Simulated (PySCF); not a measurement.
A PySCF script (with the pyscf-properties extension) for the NMR shieldings of SMILES Cc1cccc[cH+]c1, [C8H9]+, on a GFN2-xTB geometry:

```python
import basis_set_exchange as bse
import numpy as np
from pyscf import gto, dft
from pyscf.prop import nmr

atoms = """
C     2.474641   -0.102922   -0.032782
C     0.991774   -0.041254   -0.003864
C     0.296778   -1.258015   -0.072043
C    -1.063816   -1.505852   -0.065664
C    -2.124971   -0.603007    0.014491
C    -2.066235    0.777508    0.086406
C    -0.932094    1.590672    0.095406
C     0.402654    1.230480    0.057575
H     2.811285   -0.066412   -1.072217
H     2.851448   -1.029808    0.392477
H     2.927100    0.742394    0.479704
H     0.925337   -2.139192   -0.137476
H    -1.347026   -2.550192   -0.126244
H    -3.115677   -1.041074    0.013477
H    -3.016323    1.295564    0.135028
H    -1.125731    2.655860    0.144711
H     1.103856    2.057278    0.081104
"""
names = dict.fromkeys(["C", "H"], "pcSseg-1")
basis = {el: gto.basis.parse(bse.get_basis(n, elements=[el], fmt="nwchem")) for el, n in names.items()}
mol = gto.M(atom=atoms, basis=basis, charge=1, verbose=0)
mf = dft.RKS(mol, xc="PBE0")
mf.grids.level = 2
mf.grids.alignment = dft.numint.BLKSIZE   # the property module wants whole blocks of grid points
mf.conv_tol = 1e-9
mf.kernel()

calc = nmr.RKS(mf)   # GIAO
C = mf.mo_coeff
Co = C[:, mf.mo_occ > 0]
resp = mf.gen_response(singlet=True, hermi=2)
def vind(x):   # induced exchange potential for any number of trial vectors
    d = np.einsum("pi,xij,qj->xpq", C, 2 * x.reshape(-1, C.shape[1], Co.shape[1]), Co, optimize=True)
    return np.einsum("xpq,pi,qj->xij", resp(d - d.transpose(0, 2, 1)), C, Co, optimize=True).ravel()
mo1, _ = nmr.rhf.solve_mo1(calc, with_cphf=vind)
sigma = calc.kernel(mo1)
for i, s in enumerate(sigma):   # ppm
    print("%2d %-2s %9.2f" % (i, mol.atom_pure_symbol(i), np.trace(s) / 3))
```

Task: What are the results?

Result: 
```
 0 C     153.91
 1 C       3.03
 2 C      24.62
 3 C      27.33
 4 C      26.54
 5 C      26.54
 6 C      27.31
 7 C      24.63
 8 H      27.82
 9 H      28.27
10 H      28.28
11 H      22.37
12 H      22.40
13 H      22.36
14 H      22.36
15 H      22.40
16 H      22.37
```

These numbers come from an equivalent density-fitted implementation of the same equations, which agrees with the script to about 0.01 ppm for H and up to a few tenths of a ppm for heavy atoms, so last digits may differ.

Task: Turn these shieldings into chemical shifts. Referencing at the same level of theory: 13C (σref 186.93) and 1H (σref 31.72) against TMS.

Result: Averaging equivalent atoms: C 1: 183.9; C 2/7: 162.3; C 4/5: 160.4; C 3/6: 159.6; C 0: 33.0; H 13/14: 9.36; H 11/16: 9.35; H 12/15: 9.32; H 8/9/10: 3.60 ppm. 

Size and cost of the density-fitted run: 181 basis functions, 16 s wall time on 1 thread of an x86-64 server CPU, shared host.
